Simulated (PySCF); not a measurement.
Computed shifts of a molecule C2H7BOS, HF/pcSseg-1 (PySCF), GIAO, gas phase, atoms alike by connectivity averaged where their shifts nearly agree, in ppm (number of nuclei): ¹³C: 16.1 (1), 8.1 (1). ¹H: 5.01 (1), 2.54 (3), 1.03 (3). References: ¹¹B against BF3 (σ = 102.7 ppm); ¹³C against TMS (σ = 192.6 ppm); ¹H against TMS (σ = 31.99 ppm); ¹⁷O against H2O (σ = 333.0 ppm); ³³S against H2S (σ = 725.2 ppm), references at their B3LYP-D3(BJ)/def2-TZVP geometries, non-relativistic. Coordinates come from a PBE-D3(BJ)/def2-SVP optimisation. One conformer was computed; it need not be the lowest.

Problem. Pick the molecule that these values belong to.
A) COBSC
B) COB(C)S
C) CSB(C)O

Solution. C, CSB(C)O
